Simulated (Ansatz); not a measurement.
| atom | x (Å) | y (Å) | z (Å) |
| --- | --- | --- | --- |
| Li | 1.6800 | 0.0000 | 0.0000 |
| Li | -0.8400 | 1.4549 | 0.0000 |
| Li | -0.8400 | -1.4549 | 0.0000 |

Basis set: def2-SVP (spherical functions). Charge 0, multiplicity 2.

Computed with Ansatz (development build ahead of 0.2.0); each method stands on the lowest determinant of its kind that the runs found. Restricted functionals stand beside restricted open-shell atoms, which can lie above the unrestricted atoms usual in DFT and then raise those values.

**Question.** Give the atomization energy at this shape (free ground-state atoms in the same class of orbitals less the molecule, no zero-point energy) of doublet Li₃ by PBE0 (unrestricted), PBE0 (restricted open-shell).

**Answer.**

```tsv
method	atomization energy
PBE0 (unrestricted)	1.42 eV
PBE0 (restricted open-shell)	1.37 eV
```
